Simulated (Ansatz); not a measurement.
Stepwise reaction of `B[SiH](B)F` with hydrogen fluoride, as a gas-phase model of exchange steps in deposition or etching. ΔE in kJ/mol; ΔG adds harmonic PBE0-D4 terms to CCSD(T)/CBS, at 1 bar.

Isolated molecules relaxed with PBE0-D4/def2-TZVP in Ansatz; ΔE leaves out vibrations. CCSD(T)/CBS is the MP2 limit (def2-TZVPP, def2-QZVPP) plus CCSD(T) − MP2 in def2-TZVPP, frozen cores. This one scheme is used for every species. Functionals use def2-TZVPP. B3LYP here is the variant with VWN-RPA as its local correlation; programs differ in this.

```csv
step,reaction,PBE-D4,B3LYP-D4,ωB97M-V,CCSD(T)/CBS,ΔG(600 K)
2,`B[SiH](F)F` + H–F → `F[SiH](F)F` + BH₃,-165.5,-185.1,-189.5,-185.0,-169.0
```

Task: Give the row of step 1, `B[SiH](B)F` + H–F → `B[SiH](F)F` + BH₃. (Best estimate.)

Result: Computed: 
| step | reaction | PBE-D4 | B3LYP-D4 | ωB97M-V | CCSD(T)/CBS | ΔG(600 K) |
| --- | --- | --- | --- | --- | --- | --- |
| 1 | `B[SiH](B)F` + H–F → `B[SiH](F)F` + BH₃ | -129.2 | -157.5 | -161.6 | -156.9 | -160.6 |

Task: By hand: ΔE of the 2 steps together at CCSD(T)/CBS.

Result: (-156.9) + (-185.0) = -341.9 kJ/mol, or -170.9 kJ/mol a step.

In ΔE each step is lower than the one before. All are downhill at CCSD(T)/CBS. ΔG lies between -169.0 and -160.6 kJ/mol a step. PBE-D4 differs from CCSD(T)/CBS by 19.5 to 27.7 kJ/mol a step. Isolated molecules leave out the surface, adducts and barriers. Largest T1 diagnostic: 0.013.
